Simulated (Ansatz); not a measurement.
Two isomers of C3H6Sn: A = `C#[C][SnH2][CH3]`, B = `C1=[CH][SnH2][CH2]1`.

Calculated with Ansatz (gas phase, PBE0-D4/def2-TZVP geometries, no zero-point term in ΔE). CBS: MP2 limit from def2 TZ/QZ plus the TZ coupled-cluster correction, frozen cores. DFT in def2-TZVPP. def2 core potentials past Kr. For Sn outer-core shells are correlated without core-valence functions, which leaves a few kJ/mol of doubt a bond.

A:

```xyz
10

C    -0.601    2.611   -0.860
C    -0.410    1.419   -0.818
Sn   -0.072   -0.638   -0.706
C     0.477   -1.098    1.303
H    -0.770    3.662   -0.901
H    -1.517   -1.422   -1.163
H     1.178   -1.013   -1.806
H     1.380   -0.549    1.568
H     0.663   -2.167    1.407
H    -0.328   -0.806    1.976
```

B:

```xyz
10

C    -0.053   -1.110    0.440
C    -0.429   -0.140    1.282
Sn   -0.066    1.384   -0.163
C     0.371   -0.611   -0.920
H    -0.044   -2.173    0.689
H    -0.769   -0.280    2.302
H     1.229    2.473    0.090
H    -1.396    2.241   -0.815
H     1.414   -0.818   -1.166
H    -0.256   -0.966   -1.741
```

Question: Which isomer does CCSD(T)/CBS put lower? Give the gap. (An estimate is asked.)

Answer: Ansatz gave: B, by 18.0 kJ/mol.

Question: Give E(B) − E(A) in kJ/mol with PBE0-D4, CCSD/def2-TZVPP, CCSD(T)/def2-TZVPP, MP2/def2-TZVPP, PBE-D4, r2SCAN-D4, B2PLYP. (Best estimate.)

Answer: Ansatz gave: PBE0-D4 -41.8, CCSD/def2-TZVPP -10.4, CCSD(T)/def2-TZVPP -13.8, MP2/def2-TZVPP -12.3, PBE-D4 -41.1, r2SCAN-D4 -30.4, B2PLYP -10.1. None reverses the order clearly.

Largest T1 diagnostic: 0.013.

The D4 term adds −4.0 kJ/mol with B3LYP and −1.8 kJ/mol with PBE0; it sums over pairs of atoms, weighted by their polarisabilities, and B3LYP, whose exchange is more repulsive, gets the larger term. In def2-TZVPP, CCSD(T) changes the Hartree–Fock value by −24.4 kJ/mol (the triples alone add −3.4 kJ/mol) and MP2 by −22.8 kJ/mol.

B3LYP here is the variant with VWN-RPA as its local correlation; programs differ in this.
